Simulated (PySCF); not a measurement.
# Spinor energies of I(43+) (iodine, charge +43)

Start: [Ne]. Calculated with PySCF 2.14 in an uncontracted even-tempered set (17 s from 5.3 bohr⁻², ratio 2.6; 13 p from 6.9 bohr⁻², ratio 2.6; 6 d from 7 bohr⁻², ratio 2.8; 3 f from 160 bohr⁻², ratio 2.8): generalised Hartree-Fock with the X2C-1e Hamiltonian and a Gaussian nucleus; spin-orbit coupling (SO) screened by Boettger's factors.

```json
{"spinor shell": "1s1/2", "electrons": "2", "ε, screened SO (eV)": "-36240.4", "weight of nominal j (screened SO)": "1.000", "rms radius, screened SO (bohr)": "0.0311"}
{"spinor shell": "2s1/2", "electrons": "2", "ε, screened SO (eV)": "-7956.2", "weight of nominal j (screened SO)": "1.000", "rms radius, screened SO (bohr)": "0.124"}
{"spinor shell": "2p1/2", "electrons": "2", "ε, screened SO (eV)": "-7660.0", "weight of nominal j (screened SO)": "1.000", "rms radius, screened SO (bohr)": "0.107"}
{"spinor shell": "2p3/2", "electrons": "4", "ε, screened SO (eV)": "-7346.4", "weight of nominal j (screened SO)": "1.000", "rms radius, screened SO (bohr)": "0.112"}
```

```
   quantity  screened SO
E (hartree)  -5344.83439
        M_J            0
       ⟨J²⟩        0.000
       ⟨L²⟩        0.008
       ⟨S²⟩        0.008
```

Breit and QED terms are absent; they matter most for the inner s and p1/2 levels.

Densities and radii are taken from the X2C orbitals without a picture-change correction, which distorts them close to the nucleus.
